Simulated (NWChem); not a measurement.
Species: CH$_{2}$ClFO$_{2}$Si; SMILES [Si@H](C(O)=O)(Cl)F

```xyz
8

O     -0.4247     1.9359     1.0244
C      0.1052     1.3633     0.1003
O      1.1348     1.8822    -0.6117
Si    -0.3813    -0.3836    -0.5265
F     -1.8817    -0.6465    -0.0325
Cl     0.8781    -1.7510     0.3515
H      1.3462     2.7568    -0.2229
H     -0.3120    -0.5259    -1.9925
```
Atoms are numbered in this order, from 1.

The geometry was optimised at B3LYP/6-31G* (spherical d).

### Question
List the 6 lowest vertical singlet excitations from PBE/def2-SVP, full TDDFT (NWChem).

### Answer
```
state  energy (eV)  oscillator strength  leading excitation (squared amplitude)
-----  -----------  -------------------  --------------------------------------
S1            4.64                0.006                      HOMO → LUMO (1.00)
S2            6.00                0.001                    HOMO−1 → LUMO (0.61)
S3            6.23                0.011                    HOMO−3 → LUMO (0.91)
S4            6.31                0.001                    HOMO → LUMO+1 (0.81)
S5            7.05                0.003                    HOMO → LUMO+2 (0.66)
S6            7.15                0.031                    HOMO−4 → LUMO (0.28)
```
